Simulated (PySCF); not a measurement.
Species: sum formula Sn2OH7 (charge +1, singlet). It need not be the lowest isomer of its formula. SMILES: [SnH3][OH+][SnH3]
Geometry from a B3LYP-D3(BJ)/def2-TZVP (Ansatz) optimisation:
```xyz
10

O      0.3512    -0.7182    -0.0879
Sn    -1.7746    -0.7834    -0.0003
H     -1.9847    -2.4591    -0.1039
H     -2.1424     0.1459    -1.3664
H     -2.0113    -0.0475     1.5056
Sn     1.7135     0.9095     0.0157
H      0.5345     2.1169     0.1588
H      2.4999     0.7611    -1.4753
H      2.5873     0.5066     1.4077
H      0.7614    -1.5861    -0.1939
```
Charge +1, spin multiplicity 1.

Dispersion corrections to the total energy (kcal/mol) from the dftd3 and dftd4 libraries through PySCF: D3(BJ) without and D4 with the three-body term, each with the damping fitted for the functional named.

```
functional  D3(BJ)     D4
----------  ------  -----
BHLYP        -7.43  -5.90
TPSS         -5.86  -5.41
PBE          -4.44    [?]
CAM-B3LYP    -4.28  -3.61
B2PLYP       -4.45  -2.80
B2GP-PLYP    -4.58    [?]
BP86         -8.40    [?]
```

### Question
Some entries are withheld; supply them.

### Answer

- PBE, D4: -4.05
- B2GP-PLYP, D4: -1.75
- BP86, D4: -5.67
